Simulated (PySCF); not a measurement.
Exercise with solution: oscillator strength and radiative lifetime

diiodomethane (CH₂I₂), SMILES C(I)I.

Geometry optimised at PBE0-D3(BJ)/def2-SVP. The def2 effective core potentials stand for the cores of I; spin–orbit coupling is left out.

TDA-B3LYP/def2-SVPD in PySCF puts the first singlet state with f over 0.02 at 4.09 eV (vertical), with the transition dipole (-0.660, 0.000, 0.000) in atomic units.

Task: Find the oscillator strength, the wavelength and the radiative lifetime that this transition would have in vacuum if emission retraced absorption.

Result: 
|μ|² = 0.4356 au, so |μ| = 1.68 D. ΔE = 4.09/27.211 = 0.1503 hartree. f = (2/3) ΔE |μ|² = 0.044 (the program prints 0.044).
λ = 1239.84/4.09 = 303 nm; ν = 32988 cm⁻¹.
Einstein's coefficient A = 0.6670 ν² f s⁻¹ (ν in cm⁻¹) = 3.2e7 s⁻¹, so τ = 1/A = 32 ns. This state is S1. The figure is the radiative limit of this one transition; relaxation, internal conversion, crossing to triplets and a medium change what is measured.
